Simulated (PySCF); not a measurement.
C6H11ClOSi.
InChI=1S/C6H11ClOSi/c1-6(5(7)8)2-4(9)3-6/h4H,2-3H2,1,9H3/t4-,6-

Torsions of this conformer, `[CH3:1][C@:2]1([C:3](=[O:4])[Cl:5])[CH2:6][C@H:7]([SiH3:8])[CH2:9]1`: C1–C2–C3–O4 117°.

The closed-shell ground state was solved at several levels (PySCF, density fitting, gas phase, non-relativistic). One conformer (not necessarily the lowest) at the PBE0-D3(BJ)/def2-SVP geometry, without solvent, vibrations or thermal averaging.

```csv
level,basis functions,HOMO (eV),LUMO (eV),gap (eV),dipole (D)
CAM-B3LYP/def2-SVPD,282,-9.67,0.03,9.70,2.38
mPW1PW91/pcSseg-1,222,-8.35,-1.07,7.28,2.38
```

Task: Estimate the row for PBE0/pcSseg-1, a basis of 222 functions; the other rows only guide the guess.

Result: HOMO -8.31 eV, LUMO -1.05 eV, gap 7.26 eV, dipole 2.34 D.

Task: Over all these levels, which gives the widest orbital gap and which the narrowest?

Result: CAM-B3LYP/def2-SVPD (range-separated hybrid) has the widest, 9.70 eV, and PBE0/pcSseg-1 (global hybrid, 25 % exact exchange) the narrowest, 7.26 eV. Functional and basis both differ between the two, so the spread mixes both effects.

Task: How far do the dipole and the HOMO energy spread over the levels?

Result: The dipole runs from 2.34 to 2.38 D (mean 2.37 D) and the HOMO from -9.67 to -8.31 eV.
